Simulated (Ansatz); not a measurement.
Program: Ansatz. Geometries: PBE0-D4/def2-TZVP. ΔE: electronic, gas phase. CBS: MP2 limit from def2 TZ/QZ plus the TZ coupled-cluster correction, frozen cores. Functionals use def2-TZVPP. One conformer a species, not always the lowest.

Reaction (redistribution): `C[SiH](F)N[SiH2]O` + `F[SiH2]SS` → `O[SiH2]SS` + `C[SiH](F)N[SiH2]F`

`C[SiH](F)N[SiH2]O`:

Z-matrix (Å, degrees):
```
C
Si 1 1.849
H 1 1.093 2 110.8
H 1 1.092 2 110.4 3 -119.6
H 1 1.092 2 111.0 3 120.4
F 2 1.607 1 108.0 3 63.9
N 2 1.716 1 110.1 3 -56.6
H 2 1.483 1 114.1 3 -179.8
Si 7 1.724 2 128.3 1 23.5
H 7 1.010 2 116.3 1 -163.6
O 9 1.645 7 112.4 2 51.7
H 9 1.480 7 112.2 2 -63.9
H 9 1.487 7 105.7 2 174.9
H 11 0.959 9 117.3 7 53.5
```

`F[SiH2]SS`:

```xyz
7

F     1.588    0.521    1.754
Si    0.768   -0.037    0.500
S    -0.685    1.425   -0.053
S    -1.263    0.161   -1.584
H     1.713   -0.256   -0.613
H     0.085   -1.283    0.914
H    -2.206   -0.531   -0.917
```

`O[SiH2]SS`:

Z-matrix (Å, degrees):
```
Si
S 1 2.146
O 1 1.637 2 112.9
H 1 1.480 2 106.6 3 -117.2
H 1 1.484 2 106.9 3 122.4
S 2 2.068 1 95.0 3 -59.0
H 3 0.960 1 116.1 2 61.2
H 6 1.347 2 98.4 1 -88.4
```

`C[SiH](F)N[SiH2]F`:

Z-matrix (Å, degrees):
```
C
Si 1 1.850
H 1 1.094 2 110.9
H 1 1.092 2 110.8 3 119.6
H 1 1.092 2 110.7 3 -120.1
F 2 1.603 1 107.1 3 -63.2
N 2 1.719 1 111.6 3 57.6
H 2 1.481 1 114.1 3 179.0
Si 7 1.710 2 128.0 1 140.0
H 7 1.011 2 116.2 1 -39.0
F 9 1.601 7 111.7 2 -96.5
H 9 1.478 7 108.6 2 21.3
H 9 1.480 7 110.0 2 146.2
```

**Question.** Is it downhill or uphill in electronic energy at CCSD(T)/CBS, and by how much? (Estimate.)

**Answer.** The calculation gave: Downhill: ΔE = -0.08 eV.

**Question.** What do these levels give: PBE0-D4, ωB97M-V, r2SCAN, PBE0, HF/def2-TZVPP, MP2/CBS(def2)? (Estimate.)

**Answer.** Computed: PBE0-D4 -0.07, ωB97M-V -0.07, r2SCAN -0.08, PBE0 -0.09, HF/def2-TZVPP -0.14, MP2/CBS(def2) -0.07 eV.

Largest T1 diagnostic among the species: 0.012.

In def2-TZVPP, CCSD(T) changes the Hartree–Fock value by +0.06 eV (the triples alone add +0.01 eV) and MP2 by +0.07 eV. The D4 term adds +0.03 eV with B3LYP and +0.02 eV with PBE0; it sums over pairs of atoms, weighted by their polarisabilities, and B3LYP, whose exchange is more repulsive, gets the larger term.

B3LYP here is the variant with VWN-RPA as its local correlation; programs differ in this.
